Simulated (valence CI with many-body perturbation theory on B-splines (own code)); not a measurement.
Results of a calculation; reference values are marked as such.
## Ladder of approximations for Bi⁵¹⁺

Method: configuration interaction combined with many-body perturbation theory (CI+MBPT): four valence electrons over a frozen Dirac-Fock core [Ar] 3d10, radial functions for each j: 11 s, 11 p, 9 d, 7 f, 5 g, 2 h, 1 i, with the one-electron correlation potential Σ1, the two-electron term Σ2, the three-electron term Σ3, Breit, model QED; selected CI, second order for the rest (own B-spline code, finite nucleus).

The last digits are not significant, and no measured levels were compared; by estimate large intervals hold to a few tenths of a per cent, small ones and those within an open d or f shell to about a per cent.

Each rung adds one term. CI alone is the Dirac-Coulomb CI over the frozen core; QED comes last and gives the full result, which names the levels. Energies are above (4s^2 4p1/2^2) J=0 on the same rung, in eV.

Levels are named by their leading jj configuration (3d3/2^4 stands for four electrons in 3d with j = 3/2), which in mixed levels can hold well under half, so a name can repeat and another be missing. Letters in brackets count levels of one name in rising energy.

| Level | CI alone | Σ1 | Σ2 | Σ3 | Breit | QED | Full |
| --- | --- | --- | --- | --- | --- | --- | --- |
| (4s^2 4p1/2 4p3/2) J=1 | 174.11 | +0.356 | +0.277 | +0.017 | -1.990 | +0.158 | 172.93 |
| (4s^2 4p1/2 4p3/2) J=2 | 179.30 | +0.357 | +0.201 | +0.007 | -2.054 | +0.159 | 177.97 |
| (4s 4p1/2^2 4p3/2) J=2 | 294.86 | +0.208 | +0.330 | +0.041 | -0.456 | -1.818 | 293.16 |
| (4s 4p1/2^2 4p3/2) J=1 | 312.73 | +0.206 | -0.296 | +0.020 | -0.474 | -1.770 | 310.41 |
| (4s^2 4p3/2^2) J=2 | 357.26 | +0.712 | +0.452 | +0.014 | -3.982 | +0.306 | 354.76 |
| (4s^2 4p1/2 4d3/2) J=2 | 360.68 | +0.061 | +0.099 | +0.041 | -2.516 | -0.280 | 358.08 |
| (4s^2 4p3/2^2) J=0 | 368.22 | +0.713 | +0.307 | -0.008 | -3.899 | +0.304 | 365.64 |
| (4s^2 4p1/2 4d3/2) J=1 | 383.90 | +0.076 | -1.037 | -0.007 | -2.367 | -0.353 | 380.21 |
| (4s^2 4p1/2 4d5/2) J=2 | 409.81 | +0.215 | -0.445 | +0.027 | -3.151 | -0.239 | 406.22 |
| (4s^2 4p1/2 4d5/2) J=3 | 410.92 | +0.212 | -0.314 | +0.021 | -3.299 | -0.200 | 407.34 |
| (4s 4p1/2 4p3/2^2) J=2 [a] | 465.20 | +0.549 | +0.601 | +0.048 | -2.395 | -1.628 | 462.37 |
| (4s 4p1/2 4p3/2^2) J=3 | 475.69 | +0.556 | +0.441 | +0.039 | -2.561 | -1.624 | 472.54 |
| (4s 4p1/2 4p3/2^2) J=0 | 482.10 | +0.558 | +0.460 | +0.027 | -2.359 | -1.622 | 479.16 |
| (4s 4p1/2^2 4d3/2) J=1 | 482.75 | -0.085 | +0.072 | +0.058 | -0.804 | -2.269 | 479.73 |
| (4s 4p1/2^2 4d3/2) J=2 | 487.28 | -0.081 | +0.027 | +0.048 | -0.881 | -2.267 | 484.13 |
| (4s 4p1/2 4p3/2^2) J=1 [a] | 491.38 | +0.562 | -0.014 | +0.022 | -2.443 | -1.628 | 487.88 |
| (4s 4p1/2 4p3/2^2) J=2 [b] | 493.75 | +0.556 | -0.211 | +0.024 | -2.557 | -1.577 | 489.98 |
| (4s 4p1/2 4p3/2^2) J=1 [b] | 495.68 | +0.566 | -0.509 | +0.015 | -2.373 | -1.668 | 491.71 |
| (4s 4p1/2^2 4d5/2) J=3 | 529.18 | +0.061 | -0.319 | +0.056 | -1.687 | -2.153 | 525.14 |

The middle columns are the shifts that each term adds.

**Question.** How does the ionisation energy move along the ladder, and which term matters most?

**Answer.** CI alone 3082.6, + Σ1 3084.7, + Σ2 3085.0, + Σ3 3084.8, + Breit 3080.4, + QED 3080.3 eV. The largest step is Breit, -4.5 eV. NIST lists 3078 ± 4 eV (theoretical).
